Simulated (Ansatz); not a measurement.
The cluster Mg2F5⁻, relaxed as a singlet with RKS PBE-D4/def2-SVPD in Ansatz, starting from the GFN1-xTB geometry. Force threshold 0.02 eV/Å.

Another isomer (singlet) lies 0.60 eV lower at PBE0-D4/def2-TZVPD; other spin states weren't run for this one.

Start:

| atom | x (Å) | y (Å) | z (Å) |
| --- | --- | --- | --- |
| Mg1 | -0.0962 | 0.1589 | 1.5123 |
| Mg2 | 0.0651 | -0.1309 | -1.2346 |
| F3 | 0.2106 | -1.2235 | 0.4565 |
| F4 | -1.2559 | -0.5895 | -2.2486 |
| F5 | -0.1481 | 0.3342 | 3.2117 |
| F6 | 1.6412 | 0.1940 | -1.8640 |
| F7 | -0.4166 | 1.2568 | 0.1667 |

Q: Estimate the energy that the relaxation releases and the steps that it takes.

A: 52.8 kJ/mol, in 6 steps; 7.5 s on 4 threads of Arm Neoverse V2 on a shared host. No frequencies were taken in this run, so the end may be a saddle point.

Q: Does the start keep its bonding and symmetry?

A: By distances, no bond broke or formed. The bond that changes most is Mg2–F4, from 1.73 to 1.84 Å (atoms count from 1). Point group Cs at the start, C2v at the end, both within 0.05 Å; within 0.015 Å the end is Cs.

Q: Predict the relaxed structure.

A: 
Cartesian coordinates in Å:
```
Mg -0.1314 0.1527 1.5776
Mg 0.1091 -0.1251 -1.2934
F 0.3067 -1.2416 0.4075
F -1.4357 -0.6214 -2.1699
F -0.2871 0.3258 3.3730
F 1.7767 0.2154 -2.0030
F -0.3383 1.2941 0.1081
```
Bond lengths (bridged metal pairs left out): 7 × F–Mg 1.81 to 2.04 Å.
